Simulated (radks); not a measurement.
Values are calculated unless marked as measured or tabulated.
Problem. Radial electron density D(r) = 4 pi r^2 rho(r) of an atom or ion with 10 electrons. Level of theory: Dirac Kohn-Sham, PBEsol, spin-unpolarised, spherical densities, finite nucleus; Fermi nuclear charge, rms radius of each element as measured or else 0.836 A^(1/3) + 0.57 fm (a radial shooting solver on a logarithmic mesh with Libxc functionals).

r (bohr),D(r) (e/bohr)
0.002165,0.9829
0.002403,1.188
0.002688,1.455
0.003006,1.777
0.003362,2.167
0.003761,2.636
0.004207,3.197
0.004668,3.815
0.005221,4.598
0.005839,5.522
0.006531,6.604
0.007306,7.860
0.008171,9.305
0.009067,10.83
0.01014,12.66
0.01134,14.71
0.01269,16.94
0.01419,19.34
0.01587,21.85
0.01761,24.24
0.0197,26.77
0.02204,29.18
0.02465,31.32
0.02757,33.08
0.03059,34.26
0.03421,34.93
0.03827,34.93
0.0428,34.27
0.04788,33.02
0.05355,31.37
0.05942,29.71
0.06646,28.11
0.07434,27.03
0.08315,26.77
0.093,27.50
0.104,29.19
0.1154,31.38
0.1291,33.95
0.1444,36.14
0.1615,37.27
0.1807,36.82
0.2005,34.74
0.2242,30.82
0.2508,25.57
0.2805,19.70
0.3138,13.98
0.3509,9.059
0.3894,5.535
0.4356,2.926
0.4872,1.368
0.5449,0.5577
0.6095,0.1951
0.6817,0.05752
0.7564,0.01560
0.8461,0.003121
0.9464,0.0004934

What is the nuclear charge?

Solution. Z = 29. The innermost maximum, from 1s, lies near gamma/Z bohr with gamma = sqrt(1 - (Z/c)^2) = 0.977, here 0.0337 bohr (found: 0.0362), and its height grows with Z. The density is that of the copper ion Cu19+ in [Ne]; the configuration itself is not fixed sharply by these data, and Z only to about a unit. D(r) has 2 maxima, at r = 0.0362, 0.165 bohr, and minima at 0.0812 bohr, inside which lie 2.15 electrons.
